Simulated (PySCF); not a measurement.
# Hartree-Fock beside MP2: ClH4Si2

Calculated results; nothing here was measured. They come from PySCF 2.14.0, an open-source quantum chemistry program, on an isolated molecule that a program drew, which may never have been made. The molecule is ClH4Si2 (charge 0, doublet), drawn as the SMILES string `[SiH3][SiH]Cl`.

The geometry was optimised and harmonic frequencies were computed with HF and MP2, all in the cc-pV(D+d)Z basis, for the commonest isotopes, with a restricted reference for singlets and an unrestricted one otherwise, and a frozen core in MP2. Each result is a local minimum of its method.

Geometry at the HF minimum:
```xyz
7
ClH4Si2, angstrom
Si    0.9115    0.9058   -3.0258
Si   -1.1373    1.2091   -1.8905
Cl   -0.7884    1.7003    0.1085
H     0.6113    0.5499   -4.4324
H     1.7142   -0.1722   -2.4036
H     1.6691    2.1756   -2.9854
H    -2.0126    0.0150   -1.8985
```

Lengths of the bonds as drawn, in Å (atoms numbered as above):
```
   bond     HF    MP2
Si1-Si2  2.362  2.351
Si2-Cl3  2.088  2.079
 Si1-H4  1.482  1.484
 Si1-H5  1.481  1.484
 Si1-H6  1.479  1.482
 Si2-H7  1.481  1.486
```

Rotational constants, in GHz:
| constant | HF | MP2 |
|---|---|---|
| A | 12.05 | 12.11 |
| B | 2.198 | 2.219 |
| C | 1.918 | 1.935 |

Harmonic frequencies in cm^-1, each column in rising order, so a row needn't be the same motion in every method:
```
rank    HF   MP2
   1   100   104
   2   127   117
   3   417   409
   4   437   412
   5   545   531
   6   578   564
   7   660   619
   8   808     ?
   9   972   910
  10  1017   967
  11  1023   973
  12  2302  2256
  13  2313  2271
  14  2314  2285
  15  2325  2295
```

**Estimate the missing MP2 frequency from the HF column.**

A single factor s that minimises the squared misfit of MP2 against s times HF over the other rows is sum(HF x MP2) / sum(HF^2) = 0.9784, with an rms misfit of 19 cm^-1. For rank 8 it gives 0.9784 x 808 = 791 cm^-1. The calculation gives 772 cm^-1, 19 cm^-1 below the estimate. The drawn bonds are on average as long in MP2 as in HF.
